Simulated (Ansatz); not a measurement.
Computed with Ansatz on PBE0-D4/def2-TZVP structures; ΔE is electronic, products minus reactants. CCSD(T)/CBS is the MP2 limit (def2-TZVPP, def2-QZVPP) plus CCSD(T) − MP2 in def2-TZVPP, frozen cores. DFT in def2-TZVPP. B3LYP here is the variant with VWN-RPA as its local correlation; programs differ in this. def2 core potentials past Kr. For Br, Sn outer-core shells are correlated without core-valence functions, which leaves a few kJ/mol of doubt a bond. Scalar relativity is left out up to krypton.

Reaction (ligand exchange at the Sn–C bond): `[AlH2]/[CH]=[CH]/[SnH3]` + HBr → `[Br][SnH3]` + `C=[CH][AlH2]`

| level | ΔE (kcal/mol) |
| --- | --- |
| B3LYP-D4 | -30.7 |
| ωB97M-V | -30.8 |
| PBE | -29.8 |
| PBE0 | -31.3 |
| B3LYP | -32.0 |
| CCSD(T)/def2-TZVPP | -27.9 |
| MP2/def2-QZVPP | -29.5 |
| SCS-MP2/def2-QZVPP | -30.2 |

(1) What does CCSD(T)/CBS give? (Estimate.)

Largest T1 diagnostic among the species: 0.013.

Results:

(1) The calculation gave: -30.2 kcal/mol. The listed levels differ from it by -0.5, -0.6, 0.4, -1.1, -1.8, 2.3, 0.7, 0.0 kcal/mol.

From PBE to PBE0 (25 % exact exchange), in def2-TZVPP and without D4, ΔE moves by −1.5 kcal/mol. In def2-TZVPP, CCSD(T) changes the Hartree–Fock value by +8.8 kcal/mol (the triples alone add +1.1 kcal/mol) and MP2 by +8.5 kcal/mol. The D4 term adds +1.3 kcal/mol with B3LYP and +0.8 kcal/mol with PBE0; it sums over pairs of atoms, weighted by their polarisabilities, and B3LYP, whose exchange is more repulsive, gets the larger term.
